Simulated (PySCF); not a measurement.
GeH₇NSi₂, SMILES [SiH2]1[NH][GeH2][SiH2]1.

Geometry optimised at ωB97X-D3(BJ)/def2-SVP. The structure was generated by enumeration, and PubChem lists no compound with its InChIKey, so it may never have been made.

Two levels are set side by side: PBE/def2-TZVP (PySCF) and ωB97X/def2-TZVP (PySCF). Same geometry, gas phase. Differences are taken from unrounded values.

| quantity | ωB97X | PBE | PBE minus ωB97X |
|---|---|---|---|
| orbital gap (eV) | 10.86 | 4.50 | -6.36 |
| highest occupied level (eV) | -9.52 | -5.89 | 3.63 |
| lowest empty level (eV) | 1.34 | -1.39 | -2.73 |
| dipole moment (D) | 0.55 | 0.65 | 0.10 |
| mean polarisability (bohr³) | 91.9 | 96.3 | 4.5 |

PBE's occupied levels lie high since its potential decays too fast outside the molecule; exact exchange lowers them and widens the gap. Loosely held outer electrons make PBE densities more polarisable. Differences between two approximate levels are no errors against the true value.

Rough cost on one machine, each run with all the roots and properties that it gave: ωB97X against PBE within a factor of 2.
